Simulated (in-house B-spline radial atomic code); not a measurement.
Values are calculated unless marked as measured or tabulated.
# From levels and matrix elements to observables: Ca II (Ca+)

One electron outside the [Ne] 3s2 3p6 core, from an all-electron radial atomic-structure program (B-spline basis): Brueckner orbitals with a screened correlation potential on Dirac-Hartree-Fock, Breit and QED terms for the lowest states, dipole elements in length form with static core polarisation. The core's own polarisability, by RPA, is 3.254 bohr³.

| state | removal energy (cm⁻¹) | size of the reduced dipole element to 4s1/2 (a.u.) |
| --- | --- | --- |
| 4s1/2 | 95786 | - |
| 5s1/2 | 43570 | - |
| 4p1/2 | 70554 | 2.9 |
| 4p3/2 | 70328 | 4.102 |
| 5p1/2 | 35207 | 0.08901 |
| 5p3/2 | 35128 | 0.1085 |

Use R = 109737.3 cm⁻¹, 1 hartree = 219474.6 cm⁻¹, c = 137.036 and 1 a.u. of rate = 4.1341e16 s⁻¹.

Find the quantum defects of the two s states and predict 6s1/2.

With n* = 2 √(R/E): 4s1/2 has n* = 2.1407, δ = 1.8593; 5s1/2 has n* = 3.1740, δ = 1.8260. Ritz's form δ = δ0 + b/n*² gives b = 0.280, δ0 = 1.7981, so with n* ≈ 6 − 1.8260, δ = 1.8142 and E = R × 2²/(6 − 1.8142)² = 25053 cm⁻¹. The program finds 25048 cm⁻¹.

What are the wavelength, oscillator strength and rate of 4s1/2–4p3/2?

ΔE = 25458 cm⁻¹ = 0.11600 hartree, λ = 392.8 nm in vacuum. f = (2/3) ΔE D²/(2j + 1 of the lower state) = (2/3) × 0.11600 × 4.102²/2 = 0.6506. A = (4/3) ΔE³ D²/(c³ (2j' + 1)) = 3.4016e-09 a.u. = 1.406e+08 s⁻¹, a partial lifetime of 7.111 ns.

Estimate the static polarisability of 4s1/2.

Each p state adds (2/3) D²/(2 ΔE): 4p1/2 24.38, 4p3/2 48.35, 5p1/2 0.009568, 5p3/2 0.0142. With the core the sum is 76.02 bohr³. The program's sum over the whole spectrum, Pauli blocking of the core included, is 75.94.
